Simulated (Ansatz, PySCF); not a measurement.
Gas-phase reaction (SMILES): [SiH3][SiH2]Cl + [SiH4] (SiH4) → [SiH3]Cl [chlorosilane] + [SiH3][SiH3]; bond separation energy.

Structures are relaxed separately at B3LYP-D3(BJ)/def2-TZVP in Ansatz (a first-principles code). Cores are frozen in the correlated levels unless marked. No spin-orbit coupling. Non-relativistic. CBS(X,Y): correlation extrapolated as X^-3; Hartree-Fock from the larger set. The bracket is a focal-point correction in the basis named. Thermal terms are rigid-rotor harmonic-oscillator values from B3LYP-D3(BJ) frequencies (PySCF) at 298.15 K and 1 atm. 1 Eh = 627.5095 kcal/mol.

```csv
species,"E, RI-MP2/CBS(cc-pV(T+d)Z,cc-pV(Q+d)Z)+[CCSD(T)-MP2]/cc-pV(T+d)Z (Ansatz) (Eh)","E, PBE-D3(BJ)/def2-TZVPD (Ansatz + dftd3) (Eh)",H - E (Eh),G - E (Eh)
[SiH3][SiH2]Cl,-1040.96888,-1041.76673,0.05015,0.01348
[SiH3]Cl,-750.69114,-751.21200,0.03058,0.00210
[SiH3][SiH3],-581.73935,-582.27792,0.05489,0.02381
[SiH4] (SiH4),-291.46100,-291.72290,0.03520,0.01198
```

**Question.** Work out ΔE and ΔH, ΔG, ΔS and the equilibrium constant at 298.15 K at the first level, then ΔH at the second.

**Answer.** 
1. ΔE = [(-750.69114) + (-581.73935)] - [(-1040.96888) + (-291.46100)] = -0.00061 Eh = -0.4 kcal/mol at RI-MP2/CBS(cc-pV(T+d)Z,cc-pV(Q+d)Z)+[CCSD(T)-MP2]/cc-pV(T+d)Z.
2. The terms H - E add up to 0.00012 Eh, so ΔH = (-0.00061 + (0.00012))×627.5095 = -0.3 kcal/mol.
3. The terms G - E add up to 0.00045 Eh, so ΔG = -0.1 kcal/mol, and ΔS = (0.00012 - (0.00045))×627509.5/298.15 = -0.7 cal/(mol K).
4. log10 K = -ΔG/(RT ln 10) = 0.1, with RT ln 10 = 1.3642 kcal/mol.
5. At PBE-D3(BJ)/def2-TZVPD the same steps give ΔE = -0.2 and ΔH = -0.1 kcal/mol, a shift of +0.2 from the first level.
6. With ΔG under 1 kcal/mol in size, these levels don't settle on which side the equilibrium lies.
7. These values are not checked against measurement here, since the tables used lack a sound gas-phase enthalpy of formation for at least one species.
